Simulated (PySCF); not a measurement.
Planning a core-ionisation job on `[NH3+][GaH2-][S][SiH3]`.

Method: delta-SCF UKS SCAN, pcX-2 on the ionised atom, pcseg-1 elsewhere, non-relativistic (PySCF 2.14.0). Geometry: PBE0-D3(BJ)/def2-SVP. Work: ΔSCF core ionisation, 5 holes, density fitting. A driver script takes a list of jobs; this job's settings line and coordinates (Å) are shown.

Command:
```bash
OMP_NUM_THREADS=1 python probes_run.py task.json out
```

Input:
```
{"job": {"kind": "xps", "x2c": false}, "charge": 0, "multiplicity": 1}
N     -1.733438     0.310483     0.332448
Ga    -0.546179    -1.419498    -0.049307
S      1.235795    -0.745011     1.209292
Si     1.994859     0.658993    -0.189601
H     -1.901837     0.387363     1.335801
H     -2.632821     0.346370    -0.147998
H     -1.190656     1.130397     0.053599
H     -0.341380    -1.278669    -1.603259
H     -1.380776    -2.547731     0.652289
H      2.501649     0.037027    -1.450444
H      3.098743     1.439433     0.446136
H      0.936781     1.652783    -0.598630
```

Hardware: Arm Neoverse V1, one thread, no GPU, shared host. PySCF's memory limit was set to 1760 MB.

**Question.** How large is the largest of the mixed bases?

**Answer.** 159 functions.

**Question.** Which is nearest to the wall time?
A. 29 min
B. 29 s
C. 3.6 s
D. 3.9 min

**Answer.** B. The run took 29 s. The run took 68 SCF cycles in all, 5.8 s a hole on average.

**Question.** How much memory does it need at the peak?

**Answer.** About 0.64 GiB. Peak memory is the resident size of the whole Python process, interpreter and libraries included.

Other jobs ran on the host; a repeat could differ by tens of per cent or more.
